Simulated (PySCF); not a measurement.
Basis-set dependence of excited states

Species: gallium monofluoride, GaF (singlet state).
SMILES: `[F][Ga]`

TDDFT with PBE0 (PySCF), vertical singlets, core orbitals frozen in the response, spherical d and f functions. Geometry: PBE0-D3(BJ)/def2-SVP; no solvent, vibrations or thermal averaging. The PBE0/6-31G* calculation is non-relativistic and has no spin–orbit coupling, an omission that weighs most on gallium.

```json
{"basis": "6-31G*", "functions": "46", "diffuse": "no", "S1 (eV)": "5.66", "S2 (eV)": "5.66", "S3 (eV)": "7.17", "S4 (eV)": "7.28", "S5 (eV)": "7.28", "LUMO (eV)": "-1.30", "α (au)": "29.7"}
{"basis": "def2-SVP", "functions": "46", "diffuse": "no", "S1 (eV)": "5.69", "S2 (eV)": "5.69", "S3 (eV)": "7.29", "S4 (eV)": "7.39", "S5 (eV)": "7.39", "LUMO (eV)": "-1.28", "α (au)": "29.6"}
{"basis": "aug-cc-pVDZ", "functions": "59", "diffuse": "yes", "S1 (eV)": "5.67", "S2 (eV)": "5.67", "S3 (eV)": "7.08", "S4 (eV)": "7.49", "S5 (eV)": "7.56", "LUMO (eV)": "-1.48", "α (au)": "32.9"}
{"basis": "def2-SVPD", "functions": "61", "diffuse": "yes", "S1 (eV)": "5.76", "S2 (eV)": "5.76", "S3 (eV)": "7.55", "S4 (eV)": "7.59", "S5 (eV)": "7.66", "LUMO (eV)": "-1.45", "α (au)": "33.0"}
{"basis": "def2-TZVP", "functions": "79", "diffuse": "no", "S1 (eV)": "5.67", "S2 (eV)": "5.67", "S3 (eV)": "7.49", "S4 (eV)": "7.57", "S5 (eV)": "7.57", "LUMO (eV)": "-1.36", "α (au)": "31.6"}
{"basis": "def2-TZVPD", "functions": "94", "diffuse": "yes", "S1 (eV)": "5.68", "S2 (eV)": "5.68", "S3 (eV)": "7.35", "S4 (eV)": "7.54", "S5 (eV)": "7.61", "LUMO (eV)": "-1.41", "α (au)": "33.7"}
{"basis": "aug-cc-pVTZ", "functions": "105", "diffuse": "yes", "S1 (eV)": "5.62", "S2 (eV)": "5.62", "S3 (eV)": "7.04", "S4 (eV)": "7.28", "S5 (eV)": "7.53", "LUMO (eV)": "-1.48", "α (au)": "33.6"}
```

Question: Compare the sets with the largest diffuse one.

Answer: States are compared by their number. Against the largest diffuse basis here (aug-cc-pVTZ, itself not a converged limit), sets without diffuse functions differ by up to 0.07 eV in S1 and 0.25 eV in S5; the smaller diffuse sets differ by up to 0.14 and 0.14 eV. State by state, the largest deviation of a set without diffuse functions is S1 0.07, S2 0.07, S3 0.45, S4 0.28, S5 0.25 eV. The same number needn't mean the same state in each row. Against aug-cc-pVTZ the polarisability deviates by -12% in 6-31G*, -12% in def2-SVP, -2% in aug-cc-pVDZ, -2% in def2-SVPD, -6% in def2-TZVP, 0% in def2-TZVPD.
